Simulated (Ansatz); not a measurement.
`BN([SiH3])[SiH3]` + `BNCC` → `BN(B)CC` + `[SiH3]N[SiH3]`  (ligand exchange at a B–N bond)

Computed with Ansatz on PBE0-D4/def2-TZVP structures; ΔE is electronic, products minus reactants. CCSD(T)/CBS adds triple-zeta CCSD(T) − MP2 to the extrapolated MP2 energy (def2 sets, frozen cores). This one scheme is used for every species. DFT in def2-TZVPP. B3LYP here is the variant with VWN-RPA as its local correlation; programs differ in this. HSE06 is defined as in plane-wave codes. One conformer a species, not always the lowest.

```tsv
level	ΔE (kJ/mol)	difference from CCSD(T)/CBS
BLYP-D4	31.3	5.3
B97M-V	26.6	0.6
B3LYP-D4	28.6	2.6
HSE06-D4	29.8	3.8
CAM-B3LYP-D4	27.1	1.1
B2PLYP	26.9	0.9
PBE-QIDH	26.4	0.4
PBE	33.4	7.4
B3LYP	28.0	2.0
r2SCAN0	27.1	1.1
HF/def2-SVP	22.2	-3.8
MP2/def2-SVP	32.5	6.5
CCSD(T)/def2-SVP	35.8	9.8
CCSD/def2-TZVPP	25.5	-0.5
HF/CBS(def2)	17.5	-8.5
CCSD/CBS(def2)	24.4	-1.6
CCSD(T)/CBS	26.0	0
```

Largest T1 diagnostic among the species: 0.013.

At CCSD(T), def2-SVP lies +9.8 kJ/mol from the extrapolated value and def2-TZVPP +1.1 kJ/mol. Leaving LDA and LC-ωPBE aside and taking each functional with its dispersion term where it has one, the values, not all of them listed here, spread over 8.6 kJ/mol, from BHLYP-D4 to PBE-D4. In def2-TZVPP, CCSD(T) changes the Hartree–Fock value by +9.2 kJ/mol (the triples alone add +1.6 kJ/mol) and MP2 by +7.2 kJ/mol.
